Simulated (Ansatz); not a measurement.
Born–Oppenheimer molecular dynamics of F3HOZr (6 atoms, charge 0, multiplicity 1). It starts from a relaxed structure.

These are results of RKS PBE0-D4/def2-SVP (Ansatz 0.2.0), not measurements.

```
ensemble        : NVT, Langevin thermostat
time step       : 0.25 fs
steps asked     : 150
set temperature : 700 K
friction        : 0.005 /fs
masses          : H 10 u
seed            : 886600
```

Frames 2.5 fs apart, positions in Å, forces in eV/Å.

Velocities at 2.5 fs (Å/ps):

```
Zr -1.57 2.89 -0.48
O 6.33 4.97 -3.60
H 12.79 0.19 -3.50
F -2.95 0.55 -1.54
F -3.86 -11.11 1.53
F -0.81 -6.74 3.99
```

```xyz
6
Properties=species:S:1:pos:R:3:forces:R:3 time_fs=2.5 energy_less_start_eV=0.017 T=540
Zr -0.088 -0.018 -0.050 0.12 -1.02 -0.20
O -0.334 -0.093 1.820 -0.03 0.02 0.13
H -0.451 -0.155 2.763 -0.03 -0.01 0.24
F 1.772 -0.002 -0.437 0.14 0.04 -0.04
F -0.898 1.529 -0.742 -0.33 0.67 -0.28
F -0.879 -1.567 -0.865 0.14 0.31 0.15
6
Properties=species:S:1:pos:R:3:forces:R:3 time_fs=5.0 energy_less_start_eV=0.063 T=504
Zr -0.092 -0.011 -0.052 0.35 -2.03 -0.35
O -0.318 -0.080 1.810 -0.09 0.02 0.56
H -0.421 -0.157 2.755 -0.02 0.00 0.18
F 1.766 0.000 -0.444 0.23 0.07 -0.07
F -0.911 1.503 -0.738 -0.71 1.38 -0.59
F -0.882 -1.585 -0.855 0.25 0.56 0.27
6
Properties=species:S:1:pos:R:3:forces:R:3 time_fs=7.5 energy_less_start_eV=0.114 T=409
Zr -0.095 -0.006 -0.055 0.56 -2.72 -0.51
O -0.298 -0.066 1.802 -0.17 -0.02 1.21
H -0.393 -0.164 2.752 0.01 0.04 -0.17
F 1.762 0.005 -0.450 0.24 0.09 -0.09
F -0.927 1.482 -0.736 -0.98 1.85 -0.80
F -0.886 -1.600 -0.847 0.33 0.76 0.36
6
Properties=species:S:1:pos:R:3:forces:R:3 time_fs=10.0 energy_less_start_eV=0.146 T=338
Zr -0.097 -0.004 -0.058 0.59 -3.00 -0.63
O -0.283 -0.051 1.794 -0.23 -0.09 1.87
H -0.369 -0.169 2.751 0.05 0.11 -0.60
F 1.758 0.009 -0.454 0.33 0.11 -0.12
F -0.948 1.468 -0.736 -1.10 2.05 -0.90
F -0.889 -1.610 -0.836 0.37 0.83 0.38
6
Properties=species:S:1:pos:R:3:forces:R:3 time_fs=12.5 energy_less_start_eV=0.147 T=370
Zr -0.098 -0.002 -0.063 0.55 -2.93 -0.60
O -0.276 -0.038 1.789 -0.22 -0.13 2.02
H -0.347 -0.173 2.748 0.05 0.15 -0.73
F 1.756 0.013 -0.462 0.36 0.11 -0.15
F -0.972 1.460 -0.737 -1.10 2.00 -0.89
F -0.891 -1.614 -0.820 0.36 0.79 0.35
6
Properties=species:S:1:pos:R:3:forces:R:3 time_fs=15.0 energy_less_start_eV=0.110 T=452
Zr -0.098 -0.002 -0.069 0.36 -2.45 -0.55
O -0.271 -0.023 1.788 -0.15 -0.15 1.77
H -0.319 -0.176 2.744 0.02 0.16 -0.65
F 1.757 0.019 -0.472 0.30 0.10 -0.15
F -0.999 1.460 -0.742 -0.88 1.61 -0.73
F -0.896 -1.617 -0.803 0.35 0.72 0.31
6
Properties=species:S:1:pos:R:3:forces:R:3 time_fs=17.5 energy_less_start_eV=0.064 T=543
Zr -0.096 -0.003 -0.074 0.04 -1.74 -0.46
O -0.266 -0.007 1.791 -0.07 -0.12 1.12
H -0.290 -0.177 2.739 -0.02 0.11 -0.30
F 1.760 0.022 -0.482 0.21 0.09 -0.14
F -1.030 1.465 -0.748 -0.51 1.01 -0.47
F -0.902 -1.618 -0.782 0.35 0.65 0.26
6
Properties=species:S:1:pos:R:3:forces:R:3 time_fs=20.0 energy_less_start_eV=0.037 T=623
Zr -0.092 -0.006 -0.078 -0.32 -0.85 -0.34
O -0.257 0.011 1.797 0.00 0.02 -0.11
H -0.262 -0.173 2.726 -0.03 -0.05 0.59
F 1.764 0.021 -0.494 0.11 0.07 -0.13
F -1.063 1.472 -0.753 -0.07 0.33 -0.19
F -0.910 -1.616 -0.760 0.31 0.48 0.18
6
Properties=species:S:1:pos:R:3:forces:R:3 time_fs=22.5 energy_less_start_eV=0.045 T=563
Zr -0.090 -0.011 -0.083 -0.61 0.06 -0.29
O -0.248 0.030 1.800 0.03 0.11 -0.97
H -0.236 -0.164 2.717 -0.02 -0.17 1.18
F 1.768 0.018 -0.507 -0.02 0.04 -0.11
F -1.095 1.481 -0.763 0.37 -0.31 0.08
F -0.916 -1.612 -0.740 0.24 0.28 0.10
6
Properties=species:S:1:pos:R:3:forces:R:3 time_fs=25.0 energy_less_start_eV=0.071 T=572
Zr -0.088 -0.015 -0.087 -0.79 0.76 -0.37
O -0.240 0.048 1.799 0.04 0.08 -1.03
H -0.210 -0.156 2.714 0.00 -0.17 1.13
F 1.774 0.011 -0.519 -0.17 0.02 -0.08
F -1.126 1.487 -0.774 0.73 -0.81 0.29
F -0.927 -1.608 -0.720 0.19 0.11 0.04
6
Properties=species:S:1:pos:R:3:forces:R:3 time_fs=27.5 energy_less_start_eV=0.106 T=492
Zr -0.087 -0.017 -0.092 -0.84 1.41 -0.34
O -0.232 0.064 1.796 0.06 -0.02 -0.75
H -0.180 -0.147 2.715 0.00 -0.09 0.75
F 1.780 0.004 -0.528 -0.32 0.00 -0.06
F -1.157 1.491 -0.785 1.01 -1.16 0.45
F -0.937 -1.600 -0.701 0.09 -0.14 -0.05
6
Properties=species:S:1:pos:R:3:forces:R:3 time_fs=30.0 energy_less_start_eV=0.148 T=446
Zr -0.086 -0.019 -0.099 -0.84 1.94 -0.38
O -0.224 0.075 1.788 0.12 -0.24 0.16
H -0.151 -0.141 2.722 -0.06 0.12 -0.15
F 1.785 -0.002 -0.536 -0.43 -0.01 -0.05
F -1.185 1.492 -0.796 1.23 -1.41 0.56
F -0.944 -1.593 -0.685 -0.03 -0.41 -0.14
```

Of the whole run (38 fs, mean temperature of the second half 498 K): The mean temperature of the second half is 29 % below the set value. A run of 0.037 ps of so small a system gives no equilibrium averages.

Run time: 11 min on 1 thread of Arm Neoverse V1, on a shared host, peak memory 0.18 GiB.
